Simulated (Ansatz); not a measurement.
A structure relaxed at PBE-D4/def2-SVP in Ansatz, charge 1, singlet:

```xyz
5

Ta   -0.643   -0.303   -1.412
Ta   -1.075    1.741    0.040
Ta    1.244    0.818    0.532
Ta   -0.787   -0.675    1.151
Ta    1.261   -1.582   -0.312
```

Problem. Give its formula and point group.

Solution. the cluster Ta₅⁺. Point group C2v (tolerance 0.1 Å).

Problem. Summarise the bond lengths by kind (pairs closer than 1.2 times the sum of covalent radii, bridged metal pairs left out).

Solution. 10 × Ta–Ta 2.54 to 4.08 Å.

In the def2 sets Ta takes a core potential; there is no spin–orbit coupling. The relaxation made no stability test and no search for a lower SCF solution. At PBE0-D4/def2-TZVP a triplet of charge 1 lies 0.15 eV below the restricted singlet, each at its own geometry. The structure comes from a short search, and lower isomers may exist.
